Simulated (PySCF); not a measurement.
Method: PBE-D3(BJ)/def2-TZVP // TPSS-D3(BJ)/def2-SVP (PySCF). Isolated molecules, 0 K electronic values unless said otherwise. One relaxed conformer stands for a flexible species; it need not be the lowest. 

Reference species: [Mo(F)6] (neutral, multiplicity 1).

```yaml
HOMO: -10.68 eV
charge on the central atom (Mulliken): 1.82 e
```

Changed species: [Mo(F)2(OH)4] (4 of 6 F replaced by OH; the reference has 0 of 6 F replaced by OH).

Problem. What does the change do to the HOMO and charge on the central atom (Mulliken)?

Solution. the HOMO rises by 2.94 eV, to -7.74 eV; the charge on the central atom (Mulliken) falls by 0.26 e, to 1.56 e.
